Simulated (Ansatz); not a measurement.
Start from `BBBr` and change one atom or group to get `BBr`.

Ansatz, PBE0-D4/def2-TZVP geometries, multiplicity 1. 

Outer-core shells of Br are correlated without core-valence functions. Scalar relativity is left out up to krypton. Spin–orbit coupling is left out.

```json
{"property": "HOMO–LUMO gap (PBE/def2-TZVPP) / eV", "`BBBr`": "3.61"}
{"property": "vertical ionisation energy (CCSD(T)/def2-TZVPP) / eV", "`BBBr`": "10.39"}
{"property": "HOMO energy (B3LYP/def2-TZVPP) / eV", "`BBBr`": "-7.71"}
{"property": "LUMO energy (PBE/def2-TZVPP) / eV", "`BBBr`": "-3.08"}
{"property": "LUMO energy (B3LYP/def2-TZVPP) / eV", "`BBBr`": "-2.28"}
{"property": "HOMO–LUMO gap (ωB97M-V/def2-TZVPP) / eV", "`BBBr`": "10.01"}
```

(1) Give the same properties after the change, and the shifts. (Best estimate.)

Results:

(1) The calculation gave: 
| property | `BBr` | shift |
| --- | --- | --- |
| HOMO–LUMO gap (PBE/def2-TZVPP) / eV | 3.96 | 0.35 |
| vertical ionisation energy (CCSD(T)/def2-TZVPP) / eV | 10.87 | 0.48 |
| HOMO energy (B3LYP/def2-TZVPP) / eV | -7.98 | -0.27 |
| LUMO energy (PBE/def2-TZVPP) / eV | -2.99 | 0.09 |
| LUMO energy (B3LYP/def2-TZVPP) / eV | -2.21 | 0.07 |
| HOMO–LUMO gap (ωB97M-V/def2-TZVPP) / eV | 10.44 | 0.43 |

With PBE0 the HOMO falls by 0.29 eV and the LUMO rises by 0.06 eV, so the gap widens by about 0.35 eV. PBE moves the HOMO by -0.27 eV and ωB97M-V by -0.31 eV. The zero-point energy changes by -31.2 kJ/mol with -6 modes.

B3LYP here is the variant with VWN-RPA as its local correlation; programs differ in this.
